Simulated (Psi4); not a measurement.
diethyl sulfide (C4H10S), singlet, geometry from GFN2-xTB; BLYP/STO-3G (Psi4).

Input for Psi4:
```
memory 2 GB

molecule {
0 1
C     2.56067389   -0.00775777   -0.23838779
C     1.10635410    0.24956373   -0.58126604
S     0.03804887   -0.22478062    0.82901552
C    -1.55389328    0.47558897    0.27674279
C    -2.19296169   -0.31591990   -0.84877641
H     2.85020935    0.56766127    0.63758031
H     3.19655208    0.27799774   -1.07400280
H     2.71677553   -1.06199573   -0.02277990
H     0.93035272    1.30838251   -0.77718921
H     0.80309992   -0.33853633   -1.44801159
H    -1.37511004    1.51243661   -0.01120054
H    -2.18265605    0.45799818    1.16637994
H    -2.31489538   -1.35557764   -0.55418283
H    -1.58215306   -0.27895306   -1.74808380
H    -3.17199533    0.09822634   -1.08263340
}

set {
  basis sto-3g
}

energy('blyp')
print_variables()
```

Output, abridged:

```
   => Loading Basis Set <=

    Name: STO-3G
    Role: ORBITAL
    Keyword: BASIS

         ---------------------------------------------------------
                                   SCF
               by Justin Turney, Rob Parrish, Andy Simmonett
                          and Daniel G. A. Smith
                              RKS Reference
         ---------------------------------------------------------

  ==> Geometry <==

    Molecular point group: c1
    Full point group: C1

    Geometry (in Angstrom), charge = 0, multiplicity = 1:

       Center              X                  Y                   Z               Mass
    ------------   -----------------  -----------------  -----------------  -----------------
         C            2.559255335242     0.005257934901    -0.292274513914    12.000000000000
         C            1.104935545242     0.262579434901    -0.635152763914    12.000000000000
         S            0.036630315242    -0.211764915099     0.775128796086    31.972071174400
         C           -1.555311834758     0.488604674901     0.222856066086    12.000000000000
         C           -2.194380244758    -0.302904195099    -0.902663133914    12.000000000000
         H            2.848790795242     0.580676974901     0.583693586086     1.007825032230
         H            3.195133525242     0.291013444901    -1.127889523914     1.007825032230
         H            2.715356975242    -1.048980025099    -0.076666623914     1.007825032230
         H            0.928934165242     1.321398214901    -0.831075933914     1.007825032230
         H            0.801681365242    -0.325520625099    -1.501898313914     1.007825032230
         H           -1.376528594758     1.525452314901    -0.065087263914     1.007825032230
         H           -2.184074604758     0.471013884901     1.112493216086     1.007825032230
         H           -2.316313934758    -1.342561935099    -0.608069553914     1.007825032230
         H           -1.583571614758    -0.265937355099    -1.801970523914     1.007825032230
         H           -3.173413884758     0.111242044901    -1.136520123914     1.007825032230

  Running in c1 symmetry.

  Rotational constants: A =      0.28005  B =      0.06840  C =      0.06049 [cm^-1]
  Rotational constants: A =   8395.70358  B =   2050.71146  C =   1813.37393 [MHz]
  Nuclear repulsion =  236.155232410154753

  Charge       = 0
  Multiplicity = 1
  Electrons    = 50
  Nalpha       = 25
  Nbeta        = 25

  ==> Algorithm <==

[...]
   @DF-RKS iter   2:  -550.16717016386406    2.44329e-03   3.03823e-03 ADIIS/DIIS
   @DF-RKS iter   3:  -550.17593731091267   -8.76715e-03   4.23653e-04 ADIIS/DIIS
   @DF-RKS iter   4:  -550.17614017717335   -2.02866e-04   9.91226e-05 DIIS
   @DF-RKS iter   5:  -550.17615111366831   -1.09365e-05   2.03486e-05 DIIS
   @DF-RKS iter   6:  -550.17615152986980   -4.16201e-07   3.32251e-06 DIIS
   @DF-RKS iter   7:  -550.17615154461419   -1.47444e-08   4.13433e-07 DIIS
  Energy and wave function converged.

  ==> Post-Iterations <==

   Electrons on quadrature grid:
      Ntotal   =   49.9999833073 ; deviation = -1.669e-05

    Orbital Energies [Eh]
    ---------------------

    Doubly Occupied:

[...]
      25A     -0.048233

    Virtual:

[...]
    Final Occupation by Irrep:
              A
    DOCC [    25 ]
    NA   [    25 ]
    NB   [    25 ]

  @DF-RKS Final Energy:  -550.17615154461419

   => Energetics <=

    Nuclear Repulsion Energy =            236.1552324101547526
    One-Electron Energy =               -1226.1746629686717824
    Two-Electron Energy =                 490.9542697531203430
    DFT Exchange-Correlation Energy =     -51.1109907392174705
    Empirical Dispersion Energy =           0.0000000000000000
    VV10 Nonlocal Energy =                  0.0000000000000000
    Total Energy =                       -550.1761515446141857

Computation Completed

Properties will be evaluated at   0.000000,   0.000000,   0.000000 [a0]

Properties computed using the SCF density matrix

 Multipole Moments:

 ------------------------------------------------------------------------------------
     Multipole            Electronic (a.u.)      Nuclear  (a.u.)        Total (a.u.)
 ------------------------------------------------------------------------------------

 L = 1.  Multiply by 2.5417464519 to convert [e a0] to [Debye]
 Dipole X            :          0.0829901           -0.1340344           -0.0510443
 Dipole Y            :         -1.0693908            1.2298062            0.1604153
 Dipole Z            :          4.8284532           -5.0915579           -0.2631047
 Magnitude           :                                                    0.3123502

 ------------------------------------------------------------------------------------

  Variable Map:
  ----------------------------------------------------------------------------
[...]
  Array Variable Map:
  ----------------------------------------------------------------------------
[...]
[...]
```
